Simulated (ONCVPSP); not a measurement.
## An all-electron radial function and its pseudo partner (Ga)

Columns: radius, all-electron u(r) and pseudo u(r) of the 3s shell (level -181.75 eV) of gallium in the configuration [Ne] 3s2 3p6 3d10; revPBE, scalar-relativistic, ONCV scheme, ONCVPSP 4.0.1.

```
r (bohr)  all-electron  pseudo
   0.042        0.2972  0.0632
   0.085       -0.3197  0.1362
   0.128       -0.6966  0.2243
   0.170       -0.7054  0.3287
   0.212       -0.4678  0.4514
   0.255       -0.1031  0.5927
   0.298        0.2844  0.7430
   0.340        0.6282  0.8900
   0.382        0.9099  1.0278
   0.425        1.1253  1.1504
   0.467        1.2673  1.2450
   0.510        1.3511  1.3114
   0.552        1.3832  1.3445
   0.595        1.3766  1.3472
   0.638        1.3397  1.3214
   0.680        1.2832  1.2737
   0.722        1.2130  1.2091
   0.765        1.1327  1.1317
   0.807        1.0502  1.0501
   0.850        0.9648  0.9648
   0.892        0.8826  0.8826
   0.935        0.8015  0.8015
   0.977        0.7263  0.7263
   1.020        0.6539  0.6539
   1.062        0.5883  0.5883
   1.105        0.5263  0.5263
```

(1) How many radial nodes do the two functions have?

(2) At about which radius was the pseudo-wave matched?

(3) Is the pseudo-wave norm-conserving?

Results:

(1) The all-electron 3s function has n − l − 1 = 2; the pseudo-wave has 0, since the states of the same l below it are removed with the core.

(2) 0.85 bohr, where the columns begin to agree (steps of 0.04 bohr).

(3) Yes: the ONCV scheme keeps the norm inside the radius equal to the all-electron one, which fixes the energy derivative of the logarithmic derivative at the level.
